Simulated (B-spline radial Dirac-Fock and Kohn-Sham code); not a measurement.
# What relativity does to the binding energies of S⁶⁺

System: sulfur as S⁶⁺, [He] 2s2 2p6.

Both columns are ΔSCF binding energies of the configuration average from a radial atomic solver: non-relativistic Hartree-Fock with a point nucleus, and Dirac-Fock with a finite nucleus and the Coulomb interaction alone, averaged over the two j levels with weights 2j+1.

| shell | Hartree-Fock (eV) | Dirac-Fock (eV) | shift (eV) | shift (%) |
| --- | --- | --- | --- | --- |
| 1s | 2589.0 | 2597.6 | +8.60 | +0.33 |
| 2s | 342.8 | 344.3 | +1.53 | +0.45 |
| 2p | 279.7 | 279.9 | +0.14 | +0.05 |

Relativity binds 1s, 2s, 2p more strongly, among those listed most of all 2s in relative terms.

Values without a named source are computed, but for edge energies of neutral atoms, which are taken from tables.
